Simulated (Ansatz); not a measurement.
Compare A (`C[Si@H](F)[C@@H](F)Cl`) with its isomer B (`FC(F)(Cl)C[SiH3]`).

Program: Ansatz. Geometries: PBE0-D4/def2-TZVP. ΔE: electronic, gas phase. CCSD(T)/CBS is the MP2 limit (def2-TZVPP, def2-QZVPP) plus CCSD(T) − MP2 in def2-TZVPP, frozen cores. Functionals use def2-TZVPP. B3LYP here is the variant with VWN-RPA as its local correlation; programs differ in this. Each species was taken in one conformer, which may not be the lowest.

A:

Z-matrix (Å, degrees):
```
C
Si 1 1.844
H 1 1.092 2 110.8
H 1 1.093 2 109.8 3 -119.5
H 1 1.092 2 110.8 3 120.8
F 2 1.599 1 111.2 3 -63.0
C 2 1.905 1 110.7 3 179.0
H 2 1.483 1 113.2 3 58.4
F 7 1.374 2 108.9 1 -63.5
Cl 7 1.779 2 110.1 1 56.3
H 7 1.092 2 114.6 1 175.5
```

B:

```xyz
11

F    -0.953   -1.355    1.152
C    -0.301   -0.191    1.314
F    -1.236    0.771    1.396
Cl    0.533   -0.261    2.891
C     0.645    0.066    0.179
Si   -0.173    0.152   -1.530
H     1.398   -0.725    0.174
H     1.165    1.007    0.373
H    -0.831   -1.136   -1.859
H     0.914    0.415   -2.507
H    -1.162    1.255   -1.582
```

Task: Which isomer does CCSD(T)/CBS put lower? Give the gap. (An estimate is asked.)

Result: Ansatz gave: A, by 199.6 kJ/mol.

Task: Give E(B) − E(A) in kJ/mol with CCSD(T)/def2-TZVPP, B3LYP-D4, B3LYP, B2PLYP, HF/def2-TZVPP, ωB97M-V, PBE0-D4. (Best estimate.)

Result: The calculation gave: CCSD(T)/def2-TZVPP 190.6, B3LYP-D4 196.7, B3LYP 196.2, B2PLYP 197.8, HF/def2-TZVPP 194.3, ωB97M-V 190.8, PBE0-D4 185.8. None reverses the order clearly.

Largest T1 diagnostic: 0.011.
